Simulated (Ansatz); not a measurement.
A nudged elastic band was laid between two geometries of CH5BFSSb (10 atoms, charge 0, multiplicity 1).

These are results of RKS r2SCANh/def2-SVP (Ansatz), not measurements.

| Quantity | Value |
| --- | --- |
| movable images | 7 |
| climbing image | yes |
| spring | 5.0 eV/Å² |
| optimiser | quadratic models (default) |
| start path | IDPP |
| force threshold | 0.05 eV/Å |
| iteration limit | 44 |
| end points | relaxed |

First end point:

```xyz
10
Properties=species:S:1:pos:R:3
F 0.610 -2.084 0.180
B 0.227 -0.826 0.383
Sb 1.793 0.604 1.208
C -1.264 -0.441 0.120
S -1.051 0.032 -1.651
H 1.003 1.978 0.554
H 2.790 0.443 -0.172
H -1.938 -1.309 0.111
H -1.716 0.378 0.691
H -0.371 1.174 -1.420
```

Last end point:

```xyz
10
Properties=species:S:1:pos:R:3
F 0.694 -2.047 -0.324
B 0.365 -0.786 -0.060
Sb 2.048 0.745 -0.165
C -1.137 -0.445 0.209
S -1.530 0.069 -1.522
H 1.117 1.925 0.667
H 2.685 0.152 1.313
H -1.759 -1.330 0.407
H -1.386 0.355 0.914
H -1.014 1.313 -1.435
```

Which bonds break or form, and what moves?

No bond is made or broken. The height of Sb3 over the plane of its neighbours goes from -1.02 to 1.05 Å.

Give the energies along the band, and the barrier.

The run converged. The highest image is number 4 of 0 to 8, 24.6 kcal/mol above the first end and 24.5 kcal/mol above the last; the last end lies 0.1 kcal/mol above the first. A vibrational analysis at the climbing image gives one clearly imaginary mode, 568i cm⁻¹: a first-order saddle point.

```
image  path coordinate (Å)  energy (kcal/mol)  height of Sb3 over the plane of its neighbours (Å)
    0                 0.00                0.0                                               -1.02
    1                 0.66                0.6                                               -1.00
    2                 1.31                1.8                                               -0.98
    3                 1.97                7.4                                               -0.70
    4                 2.63               24.6                                                0.01
    5                 3.27                7.5                                                0.70
    6                 3.92                0.3                                                1.03
    7                 4.56                0.2                                                1.04
    8                 5.21                0.1                                                1.05
```

What is the geometry of the highest image?


```xyz
10
Properties=species:S:1:pos:R:3:forces:R:3
F 0.610 -1.987 -0.390 0.00 0.00 0.00
B 0.272 -0.784 0.050 0.00 0.00 0.00
Sb 1.826 0.635 0.436 0.00 0.00 0.00
C -1.220 -0.363 0.266 0.00 0.00 0.00
S -2.039 -0.253 -1.375 0.00 0.00 0.00
H 1.518 2.153 1.050 0.00 0.00 0.00
H 3.469 0.462 0.219 0.00 0.00 0.00
H -1.754 -1.173 0.789 0.00 0.00 0.00
H -1.374 0.561 0.839 0.00 0.00 0.00
H -1.224 0.698 -1.880 0.00 0.00 0.00
```

What are the harmonic wavenumbers there?

568i, 49, 148, 162, 236, 274, 322, 389, 445, 559, 697, 764, 776, 916, 1001, 1146, 1211, 1356, 1426, 2108, 2137, 2705, 3082, 3154 cm⁻¹.

The band took 12 iterations and of the order of 11 core-minutes.

Time of the run: 5.6 min on 2 threads of AMD EPYC 7R13 Processor (Zen 3), with other jobs on the host, peak memory 0.32 GiB.
